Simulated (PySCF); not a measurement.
Al(Cl)2(Me), SMILES [CH3][Al]([Cl])[Cl] (CAM-B3LYP/def2-SVP optimised geometry):

```
7

Al    -0.026    -0.266     0.000
Cl    -0.955    -2.143     0.025
Cl     2.069    -0.266     0.000
C     -1.037     1.376     0.000
H     -0.559     2.143    -0.629
H     -1.089     1.784     1.023
H     -2.069     1.224    -0.350
```

Level of theory: CAM-B3LYP/def2-TZVP (PySCF).

**Question.** What are the frontier orbital energies and the dipole moment?

**Answer.** HOMO-2 -10.74 eV, HOMO-1 -10.46 eV, HOMO -10.25 eV, LUMO 0.06 eV, LUMO+1 0.35 eV; dipole moment 2.04 D.

Meta-Löwdin charges at CAM-B3LYP/def2-TZVP: Al1 0.90, Cl2 -0.33, Cl3 -0.33, C4 -0.66, H5 0.14, H6 0.14, H7 0.14.
